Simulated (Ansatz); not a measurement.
K₅⁺, 5 atoms. Hardware: 4 threads of Arm Neoverse V1 on a shared host.

Correlated methods freeze 25 core orbitals; core or outer-core shells of K are correlated, in sets that lack core-valence functions.

**Question.** How many basis functions does each of these Ansatz runs have, and roughly what does it cost? PBE0/def2-TZVP, charge 1 singlet, energy, from earlier orbitals; PBE/def2-SVP, charge 1 singlet, energy, from earlier orbitals; B2PLYP/def2-TZVP, charge 1 singlet, energy, from earlier orbitals; r2SCAN/def2-TZVP, charge 1 singlet, energy, from earlier orbitals; PBE/def2-TZVP, charge 1 singlet, energy and forces, from earlier orbitals; CCSD(T)/def2-TZVPP, charge 1 singlet, energy, from earlier orbitals; PBE0/def2-SVP, charge 1 singlet, energy, from earlier orbitals; MP2/def2-TZVP, charge 1 singlet, energy, from earlier orbitals; revPBE/def2-TZVP, charge 1 singlet, energy, from earlier orbitals; BHLYP/def2-TZVP, charge 1 singlet, energy, from earlier orbitals; PBE/def2-SVP, charge 1 singlet, relaxation, 8 steps; HF/STO-3G, charge 1 singlet, energy.

**Answer.** Other jobs shared the machine, so times can vary by a factor of up to 3. A dash marks memory too small to be measured apart from the calling script's.

| run | functions | fitting or Cholesky vectors | wall time | peak host memory (GiB) |
| --- | --- | --- | --- | --- |
| HF/STO-3G, charge 1 singlet, energy | 65 | 791 | 0.3 s | – |
| PBE/def2-SVP, charge 1 singlet, energy, from earlier orbitals | 120 | 1380 | 3.3 s | – |
| revPBE/def2-TZVP, charge 1 singlet, energy, from earlier orbitals | 165 | 1625 | 3.5 s | – |
| MP2/def2-TZVP, charge 1 singlet, energy, from earlier orbitals | 165 | 1620 | 3.6 s | – |
| PBE0/def2-SVP, charge 1 singlet, energy, from earlier orbitals | 120 | 1140 | 3.7 s | – |
| PBE/def2-TZVP, charge 1 singlet, energy and forces, from earlier orbitals | 165 | 1625 | 4 s | – |
| PBE0/def2-TZVP, charge 1 singlet, energy, from earlier orbitals | 165 | 1620 | 5.5 s | – |
| BHLYP/def2-TZVP, charge 1 singlet, energy, from earlier orbitals | 165 | 1620 | 6 s | – |
| r2SCAN/def2-TZVP, charge 1 singlet, energy, from earlier orbitals | 165 | 1625 | 7.5 s | – |
| B2PLYP/def2-TZVP, charge 1 singlet, energy, from earlier orbitals | 165 | 1620 | 8.5 s | – |
| PBE/def2-SVP, charge 1 singlet, relaxation, 8 steps | 120 | 1380 | 14 s | – |
| CCSD(T)/def2-TZVPP, charge 1 singlet, energy, from earlier orbitals | 165 | 1620 | 64 s | 1.6 |
